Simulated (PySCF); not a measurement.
How methods differ on the excitation energy of Pb

Pb [Xe] 4f14 5d10 6s2 6p2 (3P) → Pb [Xe] 4f14 5d10 6s2 6p1 6d1 (high-spin determinant), as a difference of total energies. Computed with PySCF 2.14 in aug-cc-pVTZ-PP with one added diffuse shell each of d, f type with ECP60MDF (6s5p5d3f, 67 functions), with a scalar-relativistic core potential. Correlated levels: valence: 5s2 5p6 5d10 frozen. The calculations carry no spin-orbit coupling.

```json
{"method": "UHF", "excitation energy (eV)": "4.963"}
{"method": "MP2 (valence)", "excitation energy (eV)": "5.123"}
{"method": "SCS-MP2 (valence)", "excitation energy (eV)": "5.088"}
{"method": "CCSD (valence)", "excitation energy (eV)": "5.102"}
{"method": "CCSD(T) (valence)", "excitation energy (eV)": "5.104"}
```

**Question.** How much does correlation contribute at CCSD(T) (valence)?

**Answer.** 5.104 − (4.963) = 0.141 eV, measured against UHF.

Spin-orbit coupling is strong in these open shells (close to jj coupling). The scalar numbers leave it out and a first-order estimate fails, so it can dominate the gap to the real levels.

The promoted electron is Rydberg-like, and one or two diffuse shells describe it only roughly, which tends to raise the upper state.

The coupled-cluster amplitudes are large for the upper state (T1 above 0.03 or a double amplitude above 0.15), so a single reference is strained.

The determinant of the upper state mixes LS terms, which raises its energy above the lowest term, most at the Hartree-Fock and MP2 levels.
